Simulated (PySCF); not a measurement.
Electron correlation in Hg (mercury, neutral)

[Xe] 4f14 5d10 6s1 7s1, high-spin 3S determinant (an excited configuration). Calculation: PySCF 2.14, in aug-cc-pVDZ-PP with ECP60MDF; a scalar-relativistic core potential. Frozen: 5s2 5p6; 12 electrons correlated.

```json
{"level": "CCSD", "correlation energy (mhartree)": "-301.88"}
{"level": "(T)", "correlation energy (mhartree)": "-6.09"}
{"level": "CCSD(T)", "correlation energy (mhartree)": "-307.97"}
```

Diagnostics: T1 = 0.0065, D1 = 0.0215, largest double amplitude 0.029.

The outer electron is Rydberg-like, and this basis confines it to a smaller radius and binds it less than a complete one would.

Cost of the coupled-cluster step: about 5 core-seconds, for 12 correlated electrons.
